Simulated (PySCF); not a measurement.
F5HOW, SMILES [OH][W]([F])([F])([F])([F])[F], multiplicity 1.

Coordinates come from a B3LYP-D3(BJ)/def2-SVP optimisation. The spin state was assumed, not searched. The isomer is the one that the SMILES or the coordinates give; other isomers of the formula were not compared. The def2 effective core potentials stand for the cores of W; spin–orbit coupling is left out. One conformer was computed; it need not be the lowest.

Method: PySCF with ωB97X/def2-TZVP.

Gas-phase values at a fixed geometry.

Computed frontier levels, gap, dipole moment and polarisability:
```yaml
highest_occupied_level: -13.98 eV
lowest_empty_level: -1.91 eV
orbital_gap: 12.07 eV
dipole_moment: 4.03 D
quadrupole, principal values (traceless, Buckingham form, about the centre of nuclear charge): -6.72, -6.72, 13.43 D·Å
mean_static_polarisability: 47.1 bohr³ (6.98 Å³)
polarisability_principal_values: 44.2, 44.2, 52.9 bohr³
```
